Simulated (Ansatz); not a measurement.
Total energies of SnMeH3 (CH₆Sn) from Ansatz at CCSD(T)/def2-TZVPD, gas phase (1 Eh = 27.2114 eV = 2625.5 kJ/mol). The reference geometry is relaxed at PBE-D4/def2-TZVP.

Cartesian coordinates in Å:
```
Sn -0.768 0.398 0.495
C 0.895 -0.464 -0.578
H 0.589 -1.412 -1.038
H 1.726 -0.652 0.113
H 1.228 0.225 -1.363
H -0.289 1.875 1.241
H -1.313 -0.689 1.715
H -2.069 0.718 -0.587
```

```tsv
state	geometry	energy (Eh)
charge 0 singlet	reference	-255.25571
charge -1 doublet	reference	-255.21561
free Sn atom (triplet)	–	-213.60819
free C atom (triplet)	–	-37.78136
free H atom (doublet)	–	-0.49981
```

In the def2 sets Sn takes a core potential; there is no spin–orbit coupling. Correlated methods freeze 5 core orbitals; core or outer-core shells of Sn are correlated, in sets that lack core-valence functions.

Problem. Work out the vertical electron affinity, to the doublet.

Solution. E(charge 0 singlet) − E(charge -1 doublet) = -255.25571 − (-255.21561) = -0.04010 Eh = -1.09 eV; negative, so the extra electron isn't bound.

Problem. What is the binding energy per atom against free atoms?

Solution. Atoms: 1 × (-213.60819) + 1 × (-37.78136) + 6 × (-0.49981) = -254.38841 Eh. Binding: -254.38841 − (-255.25571) = 0.86730 Eh = 23.60 eV, or 2.95 eV for each of 8 atoms (no zero-point energy, no counterpoise term).

At CCSD(T)/def2-TZVPD the highest occupied level of the charge -1 doublet lies above zero (up to 1.49 eV). By energy differences it is unbound by 1.09 eV (vertical, against the charge 0 singlet, at CCSD(T)/def2-TZVPD) and held by the finite basis.
